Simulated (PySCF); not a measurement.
SnH2I2, SMILES [I][SnH2][I]. Atoms are numbered in the order given.

```xyz
5

Sn     0.0000     0.0000    -1.0371
I      2.1859     0.0000     0.5259
I     -2.1859     0.0000     0.5259
H      0.0000     1.4433    -1.9474
H      0.0000    -1.4433    -1.9474
```

Geometry optimised at PBE0-D3(BJ)/def2-SVP. The def2 effective core potentials stand for the cores of I, Sn; spin–orbit coupling is left out.

These are PySCF with ωB97X/def2-TZVPD values and carry that method's errors.

Symmetry labels are those of the subgroup C2v that the program uses (full group C2v).

Computed valence orbital energies around the gap with their symmetry:
| orbital | symmetry | energy (eV) |
|---|---|---|
| HOMO−7 | A1 | -17.40 |
| HOMO−6 | B2 | -12.87 |
| HOMO−5 | A1 | -11.92 |
| HOMO−4 | B1 | -11.53 |
| HOMO−3 | A1 | -10.17 |
| HOMO−2 | A2 | -10.08 |
| HOMO−1 | B2 | -9.99 |
| HOMO | B1 | -9.83 |
| LUMO | A1 | -0.36 |
| LUMO+1 | B1 | 0.65 |
| LUMO+2 | A1 | 1.13 |
| LUMO+3 | A1 | 1.55 |
